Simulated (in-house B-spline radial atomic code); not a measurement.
The outermost shell (largest non-relativistic mean radius) with and without relativity; Dirac values are averaged over j. Computed with an all-electron radial atomic-structure program (B-spline basis): non-relativistic Hartree-Fock and Dirac-Hartree-Fock, averages of the configuration (point nuclei without relativity, finite nuclei with it).

| ion | configuration | outermost shell | radius non-relativistic (bohr) | radius Dirac (bohr) | radius change (%) | level non-relativistic (eV) | level Dirac (eV) | spin-orbit splitting (eV) |
| --- | --- | --- | --- | --- | --- | --- | --- | --- |
| In+ | [Kr] 4d10 5s2 | 5s | 2.6868 | 2.5828 | -3.8711 | -16.519 | -17.3 | - |
| Sn+ | [Kr] 4d10 5s2 5p1 | 5p | 2.9727 | 2.9437 | -0.97456 | -13.810 | -13.832 | 0.5219 |
| Sb+ | [Kr] 4d10 5s2 5p2 | 5p | 2.7246 | 2.6974 | -0.99836 | -15.680 | -15.716 | 0.72247 |
| Te+ | [Kr] 4d10 5s2 5p3 | 5p | 2.5259 | 2.5 | -1.0252 | -17.558 | -17.61 | 0.95239 |
| I+ | [Kr] 4d10 5s2 5p4 | 5p | 2.3614 | 2.3364 | -1.0555 | -19.461 | -19.529 | 1.2136 |
| Xe+ | [Kr] 4d10 5s2 5p5 | 5p | 2.2217 | 2.1975 | -1.089 | -21.395 | -21.484 | 1.5081 |
